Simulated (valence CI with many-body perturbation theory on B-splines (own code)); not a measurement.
## E1 transitions of Ce51+

Level of theory: valence CI with perturbative core correlation (CI+MBPT): five valence electrons over a frozen Dirac-Fock core [He], radial functions for each j: 9 s, 9 p, 8 d, 6 f, 3 g, 1 h, with the one-electron correlation potential Σ1, the two-electron term Σ2, the three-electron term Σ3, Breit, model QED; selected CI, second order for the rest (own B-spline code, finite nucleus).

The last digits are not significant, and no measured levels were compared; by estimate large intervals hold to a few tenths of a per cent, small ones and those within an open d or f shell to about a per cent. Among the levels kept, up to 1200 cm⁻¹ of a level comes from second order outside the variational space, and about a tenth of that is noise between levels of different J, which matters for small intervals.

Lines 151 to 200 of 251 in falling wavelength, among levels below 6342.0 eV, chosen from the strongest by gf and those to the six lowest levels. Wavelengths and rates use the calculated energies. Electric multipoles are in the length gauge, E1 and E2 with the static RPA response of the core. Weak lines are less certain than strong ones. Lines between different terms over intervals too small for the method are left out, as are lines whose strength nearly cancels. The highest levels of a list are the least certain.

Levels are named by their leading jj configuration (3d3/2^4 stands for four electrons in 3d with j = 3/2), which in mixed levels can hold well under half, so a name can repeat and another be missing. Letters in brackets count levels of one name in rising energy.

```csv
λ vac (nm),Upper,Lower,A (s⁻¹),S (a.u.) with core polarisation,S without
0.2323,(2s^2 2p1/2 2p3/2 3s) J=1/2,(2s^2 2p1/2 2p3/2^2) J=3/2,5.94e+13,7.34e-04,7.33e-04
0.2322,(2s^2 2p1/2 2p3/2 3p3/2) J=5/2 [b],(2s 2p1/2^2 2p3/2^2) J=5/2,4.27e+11,1.58e-05,1.58e-05
0.2318,(2s^2 2p1/2 2p3/2 3s) J=5/2,(2s^2 2p1/2 2p3/2^2) J=3/2,2.34e+12,8.64e-05,8.63e-05
0.2316,(2s^2 2p1/2 2p3/2 3s) J=3/2 [b],(2s^2 2p1/2 2p3/2^2) J=3/2,9.94e+12,2.44e-04,2.43e-04
0.2312,(2s^2 2p3/2^2 3s) J=1/2,(2s^2 2p3/2^3) J=3/2,3.76e+13,4.59e-04,4.58e-04
0.2305,(2s 2p1/2^2 2p3/2 3s) J=3/2 [b],(2s 2p1/2^2 2p3/2^2) J=5/2,8.41e+12,2.03e-04,2.03e-04
0.2248,(2s 2p1/2^2 2p3/2 3d3/2) J=3/2,(2s 2p1/2^2 2p3/2^2) J=1/2,2.36e+13,5.30e-04,5.31e-04
0.2247,(2s 2p1/2^2 2p3/2 3d3/2) J=1/2,(2s 2p1/2^2 2p3/2^2) J=1/2,1.05e+13,1.18e-04,1.18e-04
0.2230,(2s 2p1/2^2 2p3/2 3p1/2) J=3/2 [a],(2s^2 2p1/2 2p3/2^2) J=1/2,2.79e+12,6.10e-05,6.11e-05
0.2229,(2s 2p1/2^2 2p3/2 3d5/2) J=3/2,(2s 2p1/2^2 2p3/2^2) J=3/2,2.71e+13,5.93e-04,5.94e-04
0.2229,(2s 2p1/2^2 2p3/2 3d5/2) J=5/2,(2s 2p1/2^2 2p3/2^2) J=3/2,4.62e+13,1.52e-03,1.52e-03
0.2229,(2s 2p1/2^2 2p3/2 3d5/2) J=3/2,(2s 2p1/2^2 2p3/2^2) J=1/2,4.31e+13,9.43e-04,9.44e-04
0.2228,(2s^2 2p1/2 2p3/2 3d3/2) J=3/2 [a],(2s^2 2p1/2 2p3/2^2) J=1/2,1.64e+13,3.58e-04,3.58e-04
0.2227,(2s^2 2p1/2 2p3/2 3d3/2) J=1/2 [a],(2s^2 2p1/2 2p3/2^2) J=1/2,2.38e+13,2.59e-04,2.59e-04
0.2219,(2s 2p1/2^2 2p3/2 3d3/2) J=5/2,(2s 2p1/2^2 2p3/2^2) J=5/2,4.55e+13,1.47e-03,1.47e-03
0.2218,(2s 2p1/2^2 2p3/2 3d3/2) J=3/2,(2s 2p1/2^2 2p3/2^2) J=5/2,7.95e+13,1.71e-03,1.71e-03
0.2217,(2s 2p1/2^2 2p3/2 3d3/2) J=7/2,(2s 2p1/2^2 2p3/2^2) J=5/2,2.55e+11,1.10e-05,1.10e-05
0.2216,(2s 2p1/2^2 2p3/2 3p1/2) J=3/2 [a],(2s^2 2p1/2 2p3/2^2) J=5/2,3.53e+12,7.58e-05,7.59e-05
0.2216,(2s^2 2p1/2 2p3/2 3d3/2) J=3/2 [b],(2s^2 2p1/2 2p3/2^2) J=1/2,1.16e+13,2.49e-04,2.49e-04
0.2216,(2s 2p1/2^2 2p3/2 3p1/2) J=5/2,(2s^2 2p1/2 2p3/2^2) J=5/2,3.55e+12,1.14e-04,1.15e-04
0.2214,(2s^2 2p1/2 2p3/2 3d3/2) J=1/2 [b],(2s^2 2p1/2 2p3/2^2) J=1/2,1.27e+13,1.36e-04,1.36e-04
0.2214,(2s^2 2p1/2 2p3/2 3d3/2) J=3/2 [a],(2s^2 2p1/2 2p3/2^2) J=5/2,1.71e+13,3.66e-04,3.66e-04
0.2213,(2s^2 2p1/2 2p3/2 3d3/2) J=5/2 [a],(2s^2 2p1/2 2p3/2^2) J=5/2,2.39e+13,7.66e-04,7.67e-04
0.2210,(2s^2 2p1/2^2 3d3/2) J=3/2,(2s^2 2p1/2^2 2p3/2) J=3/2,9.26e+13,1.97e-03,1.97e-03
0.2209,(2s^2 2p1/2 2p3/2 3d5/2) J=3/2 [a],(2s^2 2p1/2 2p3/2^2) J=1/2,4.50e+13,9.58e-04,9.59e-04
0.2208,(2s^2 2p1/2 2p3/2 3d3/2) J=7/2,(2s^2 2p1/2 2p3/2^2) J=5/2,1.06e+12,4.52e-05,4.52e-05
0.2208,(2s 2p1/2^2 2p3/2 3p1/2) J=3/2 [a],(2s^2 2p1/2 2p3/2^2) J=3/2,1.60e+13,3.39e-04,3.39e-04
0.2206,(2s^2 2p1/2 2p3/2 3d3/2) J=3/2 [a],(2s^2 2p1/2 2p3/2^2) J=3/2,2.14e+13,4.53e-04,4.53e-04
0.2205,(2s^2 2p1/2 2p3/2 3d3/2) J=1/2 [a],(2s^2 2p1/2 2p3/2^2) J=3/2,4.99e+13,5.28e-04,5.29e-04
0.2203,(2s^2 2p1/2 2p3/2 3d3/2) J=5/2 [b],(2s^2 2p1/2 2p3/2^2) J=5/2,3.26e+12,1.03e-04,1.03e-04
0.2202,(2s^2 2p1/2 2p3/2 3d3/2) J=3/2 [b],(2s^2 2p1/2 2p3/2^2) J=5/2,5.69e+13,1.20e-03,1.20e-03
0.2202,(2s 2p1/2^2 2p3/2 3p1/2) J=3/2 [b],(2s^2 2p1/2 2p3/2^2) J=1/2,3.39e+12,7.15e-05,7.15e-05
0.2201,(2s^2 2p1/2 2p3/2 3d5/2) J=7/2 [a],(2s^2 2p1/2 2p3/2^2) J=5/2,1.59e+13,6.67e-04,6.68e-04
0.2199,(2s 2p1/2^2 2p3/2 3d5/2) J=3/2,(2s 2p1/2^2 2p3/2^2) J=5/2,6.62e+13,1.39e-03,1.39e-03
0.2199,(2s^2 2p1/2 2p3/2 3d5/2) J=3/2 [b],(2s^2 2p1/2 2p3/2^2) J=1/2,4.80e+14,1.01e-02,1.01e-02
0.2199,(2s 2p1/2^2 2p3/2 3d5/2) J=5/2,(2s 2p1/2^2 2p3/2^2) J=5/2,3.43e+14,1.08e-02,1.08e-02
0.2197,(2s^2 2p1/2 2p3/2 3d5/2) J=1/2,(2s^2 2p1/2 2p3/2^2) J=1/2,5.63e+14,5.89e-03,5.90e-03
0.2196,(2s 2p1/2^2 2p3/2 3d5/2) J=7/2,(2s 2p1/2^2 2p3/2^2) J=5/2,7.04e+14,2.94e-02,2.94e-02
0.2195,(2s^2 2p1/2 2p3/2 3d5/2) J=3/2 [a],(2s^2 2p1/2 2p3/2^2) J=5/2,3.35e+13,7.00e-04,7.00e-04
0.2195,(2s^2 2p1/2 2p3/2 3d3/2) J=5/2 [b],(2s^2 2p1/2 2p3/2^2) J=3/2,7.85e+12,2.46e-04,2.46e-04
0.2194,(2s^2 2p1/2 2p3/2 3d5/2) J=5/2 [a],(2s^2 2p1/2 2p3/2^2) J=5/2,1.50e+14,4.69e-03,4.70e-03
0.2194,(2s^2 2p1/2 2p3/2 3d3/2) J=3/2 [b],(2s^2 2p1/2 2p3/2^2) J=3/2,5.94e+12,1.24e-04,1.24e-04
0.2192,(2s^2 2p1/2 2p3/2 3d3/2) J=1/2 [b],(2s^2 2p1/2 2p3/2^2) J=3/2,4.39e+13,4.57e-04,4.57e-04
0.2192,(2s^2 2p1/2^2 3d5/2) J=5/2,(2s^2 2p1/2^2 2p3/2) J=3/2,4.95e+14,1.54e-02,1.54e-02
0.2189,(2s^2 2p1/2 2p3/2 3d5/2) J=5/2 [b],(2s^2 2p1/2 2p3/2^2) J=5/2,2.81e+14,8.74e-03,8.75e-03
0.2188,(2s 2p1/2^2 2p3/2 3p1/2) J=3/2 [b],(2s^2 2p1/2 2p3/2^2) J=5/2,4.20e+12,8.68e-05,8.69e-05
0.2187,(2s^2 2p1/2 2p3/2 3d5/2) J=3/2 [a],(2s^2 2p1/2 2p3/2^2) J=3/2,3.36e+14,6.94e-03,6.95e-03
0.2186,(2s^2 2p1/2 2p3/2 3d5/2) J=7/2 [b],(2s^2 2p1/2 2p3/2^2) J=5/2,8.18e+14,3.37e-02,3.38e-02
0.2186,(2s^2 2p1/2 2p3/2 3d5/2) J=5/2 [a],(2s^2 2p1/2 2p3/2^2) J=3/2,3.71e+14,1.15e-02,1.15e-02
0.2185,(2s^2 2p1/2 2p3/2 3d5/2) J=3/2 [b],(2s^2 2p1/2 2p3/2^2) J=5/2,5.92e+13,1.22e-03,1.22e-03
```
